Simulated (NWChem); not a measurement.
Species: Si2H5F; SMILES F[SiH2][SiH3]

All runs: NWChem. Pople sets run with spherical d functions. The geometry was optimised at PBE-D3(BJ)/def2-SVP. Level PBE/6-31G*: energy and gradient on several grids; changes count from the extra-fine grid, which is no exact limit either.

```csv
grid,size of the energy change (μHa),largest change of a gradient component (μHa/bohr)
xcoarse,6000,3000
coarse,40,200
medium,< 10,50
fine,< 10,< 30
xfine,< 10,< 30
```
